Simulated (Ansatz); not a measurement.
## Competing steps

Reactants: Si₂H₆O₂ ([OH][SiH]([OH])[SiH3]) (brackets give SMILES or just the links). Saddle points were found for several chosen steps; others may exist. Gas-phase electronic energies, without zero-point energy, by CCSD(T) at an estimated basis limit (MP2 extrapolated from triple and quadruple zeta, plus CCSD(T) − MP2 in triple zeta); Ansatz 0.2.0, def2-TZVPP and QZVPP, frozen cores, on PBE0-D4/def2-TZVP structures. Extrapolation: Hartree–Fock as exp(−7.88 √X), correlation as X^−2.97. No counterpoise correction.

Q: Rank the steps by the energy of their saddle points, lowest first, and give each saddle's height above the lowest. (An estimate is asked for; the value comes from the calculation.)
A. 1,2-elimination, to Si₂H₄O ([O][SiH][SiH3]) + H₂O, still joined by a dative O–Si bond (breaks or loosens H–O, O–Si; forms H–O)
B. 1,1-elimination, to SiH₂O₂ ([OH][Si][OH]) + SiH₄ (breaks or loosens H–Si, Si–Si; forms H–Si)

A: The calculation gives: A (0.000 eV), B (0.092 eV). Heights count from the lowest.

The lowest of these saddles lies at 2.247 eV relative to the reactant.

Q: Does the lowest of these saddles lead to the lowest end structure (the products still in contact)? (A judgement: the text doesn't fix the answer.)

A: The calculation gives: No: the step over a higher saddle ends lower. Relative to the reactant, the ends lie at 2.152 (Si₂H₄O ([O][SiH][SiH3]) + H₂O); 1.133 (SiH₂O₂ ([OH][Si][OH]) + SiH₄) eV.

T1 diagnostic: at most 0.017.

For scale, one of the runs: CCSD(T)/def2-TZVPP, 230 basis functions, launched by `ansatz run in.yaml --threads 4 --pin off --events-out ev --progress --plain --max-ram 9574MiB`. Hardware: 4 CPU threads of an Arm Neoverse V1, shared host. Wall time 77 s; peak host memory 3.8 GiB.
